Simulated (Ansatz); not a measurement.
Start from `S[SiH2][GeH2][I]` and change one atom or group to get `S[SiH2][GeH3]`.

Ansatz, PBE0-D4/def2-TZVP geometries, multiplicity 1. Each molecule was computed in one conformer, which needn't be the lowest.

Elements past krypton have def2 core potentials. Scalar relativity is left out up to krypton. Spin–orbit coupling is left out; it splits and shifts lone-pair levels of the heavy atoms by tenths of an eV.

```json
{"property": "HOMO energy (B3LYP/def2-TZVPP) / eV", "`S[SiH2][GeH2][I]`": "-7.14"}
{"property": "size of the dipole moment (B3LYP/def2-TZVPP) / D", "`S[SiH2][GeH2][I]`": "1.52"}
{"property": "LUMO energy (B3LYP/def2-TZVPP) / eV", "`S[SiH2][GeH2][I]`": "-1.62"}
{"property": "HOMO energy (PBE/def2-TZVPP) / eV", "`S[SiH2][GeH2][I]`": "-6.25"}
{"property": "HOMO–LUMO gap (PBE/def2-TZVPP) / eV", "`S[SiH2][GeH2][I]`": "4.04"}
{"property": "HOMO–LUMO gap (ωB97M-V/def2-TZVPP) / eV", "`S[SiH2][GeH2][I]`": "9.80"}
```

Q: What does the change do to each property? (An estimate is asked.)

A: Ansatz gave: 
| property | `S[SiH2][GeH3]` | shift |
| --- | --- | --- |
| HOMO energy (B3LYP/def2-TZVPP) / eV | -7.09 | 0.05 |
| size of the dipole moment (B3LYP/def2-TZVPP) / D | 0.88 | -0.64 |
| LUMO energy (B3LYP/def2-TZVPP) / eV | -0.44 | 1.18 |
| HOMO energy (PBE/def2-TZVPP) / eV | -6.16 | 0.09 |
| HOMO–LUMO gap (PBE/def2-TZVPP) / eV | 5.07 | 1.03 |
| HOMO–LUMO gap (ωB97M-V/def2-TZVPP) / eV | 10.92 | 1.12 |

With PBE0 the HOMO rises by 0.05 eV and the LUMO rises by 1.16 eV, so the gap widens by about 1.11 eV. PBE moves the HOMO by 0.09 eV and ωB97M-V by 0.01 eV. Dipoles are sizes alone; their direction can turn.

Positive LUMOs are unbound, so they and the gaps depend on the basis.

B3LYP here is the variant with VWN-RPA as its local correlation; programs differ in this.
